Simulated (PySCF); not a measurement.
**J couplings in Ge(vinyl)2H2**

Geometry:
```csv
atom,x (Å),y (Å),z (Å)
Ge1,-0.586,-0.130,-0.516
C2,-0.777,-0.102,1.417
C3,-1.615,0.715,2.061
H4,-0.153,-0.789,2.003
H5,-2.258,1.423,1.526
H6,-1.701,0.716,3.154
C7,1.254,0.220,-1.027
C8,2.006,-0.654,-1.702
H9,1.695,1.181,-0.732
H10,1.617,-1.628,-2.021
H11,3.046,-0.439,-1.971
H12,-1.531,0.949,-1.085
H13,-0.965,-1.514,-1.084
```

Indirect spin–spin couplings were computed at PBE/pcJ-1 (pcSseg-1 on Ge) (without the spin–dipole term) (PySCF 2.14.0 with density-fitted response routines) on a PBE0-D3(BJ)/def2-SVP structure, for the isolated molecule, without vibrational or relativistic corrections. Couplings are averaged over pairs made equivalent by symmetry, fast rotation or ring inversion, so a value needn't be that of the named pair in this geometry, while other rotamers aren't included; one pair stands for each set, and the list holds those of at least 1.5 Hz over up to four bonds.

Isotopes: $^{13}$C, $^{1}$H.

| pair | bonds | J (Hz) |
| --- | --- | --- |
| C2, C3 | 1 | 60.9 |
| C2, H4 | 1 | ? |
| C3, H5 | 1 | 152.5 |
| C2, C7 | 2 | 2.1 |
| C2, H12 | 2 | 6.2 |
| C3, H4 | 2 | ? |
| H5, H6 | 2 | 3.6 |
| H12, H13 | 2 | ? |
| C2, C8 | 3 | ? |
| C3, H12 | 3 | 3.8 |
| H4, H5 | 3 | 16.6 |
| H4, H12 | 3 | 3.1 |

Estimate the withheld couplings, with signs.

Answers


- $^{1}J$(C2,H4) = 147.5 Hz (bond length 1.098 Å)
- $^{2}J$(C3,H4) = -2.6 Hz (angle at C2 119°)
- $^{2}J$(H12,H13) = 8.6 Hz (angle at Ge1 110°)
- $^{3}J$(C2,C8) = 2.3 Hz (dihedral angle 119°)

Relativistic effects of the heavier atoms present are left out.
